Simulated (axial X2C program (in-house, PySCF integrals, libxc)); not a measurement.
Spin–orbit effects down a group: molecules with C, HF

All values come from calculations with an in-house all-electron X2C program for linear molecules (integrals from PySCF), spin-free (one-electron X2C) or two-component (2c: spin–orbit coupling with atomic mean-field Coulomb and Gaunt terms, which also bring small scalar terms), in Dyall basis sets with cores contracted in-house; open shells are unrestricted.

Basis sets: As dyall-cv3z, C dyall-v3z, N dyall-av3z, P dyall-v3z, Sb dyall-cv3z.

```
molecule   spin-free state  Re (Å)  ωe (cm⁻¹)  De (eV)  2c state  Re 2c (Å)  ωe 2c (cm⁻¹)  De 2c (eV)
      CN  M_S = 1/2, Λ = 0   1.149     2016.8     3.91   Ω = 1/2      1.149        2017.2        3.91
      PC  M_S = 1/2, Λ = 0   1.607     1014.4     2.72   Ω = 1/2      1.607        1014.2        2.72
     AsC  M_S = 1/2, Λ = 0   1.747      809.6     1.98   Ω = 1/2      1.748         808.9        1.98
     SbC  M_S = 1/2, Λ = 0   1.992      674.7     1.48   Ω = 1/2      1.993         673.5        1.44
```

Task: Work out the shifts from the spin-free to the two-component result.

Result: 

| molecule | 2c state | ΔRe (Å) | Δωe (cm⁻¹) | ΔDe (eV) |
| --- | --- | --- | --- | --- |
| CN | Ω = 1/2 | 0.000 | 0.4 | 0.00 |
| PC | Ω = 1/2 | 0.000 | -0.2 | 0.00 |
| AsC | Ω = 1/2 | 0.001 | -0.7 | 0.00 |
| SbC | Ω = 1/2 | 0.001 | -1.2 | -0.04 |

Shifts of one unit in the last digit are rounding.

Each entry is the lowest single determinant of a limited PBE0 search at one distance. De goes to single-determinant-based atoms at the same level (for ions the charge split of lowest energy) and is withheld (n/a) where an atom does not fit its ground term or J level. Main or longest-lived isotopes. One determinant is a doubtful description, or other states lie close, for CN, PC, AsC, SbC; these need not be ground states, and all values refer to the states named. Some light 2c atoms are not at their ground J level, so De misses part of their lowering (0.04 eV or less).
